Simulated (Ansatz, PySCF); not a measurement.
System: fluoro selenohypofluorite, SeF2, net charge 0, singlet state. 
Geometry from a B3LYP-D3(BJ)/def2-TZVP (Ansatz, a program for electronic structure) optimisation:
```xyz
3

Se     0.0193    -0.0172     0.4006
F      0.6474     1.1463    -0.7415
F     -0.7202    -1.0811    -0.7717
```

Property: atomisation energy (electronic, to ground-state atoms), in kJ/mol. Cores are frozen in the correlated levels unless marked. Open shells are spin-unrestricted. No spin-orbit coupling. Frozen are the shells of the preceding noble gas and the d and f shells that filled before the atom's block. Non-relativistic. The coupled-cluster limit lacks core correlation, which all-electron functionals hold. Basis-set limits of correlation are two-point, X^-3; Hartree-Fock from the larger set.

| level | program | atomisation energy (kJ/mol) | minus last row |
|---|---|---|---|
| r2SCAN-D3(BJ)/def2-TZVPD | Ansatz + dftd3 | 707.6 | 3.8 |
| BHLYP-D4/def2-TZVPD | Ansatz + dftd4 | 600.8 | -103.0 |
| r2SCANh/def2-TZVPD | Ansatz | 678.5 | -25.3 |
| PW6B95/def2-TZVPD | PySCF | 703.9 | 0.1 |
| LC-wPBE-D4/def2-TZVPD | Ansatz + dftd4 | 699.4 | -4.4 |
| CCSD(T)/6-31G* | Ansatz | 596.9 | -106.9 |
| CCSD(T)/CBS(cc-pVTZ,cc-pVQZ) | Ansatz | 703.8 | 0.0 |
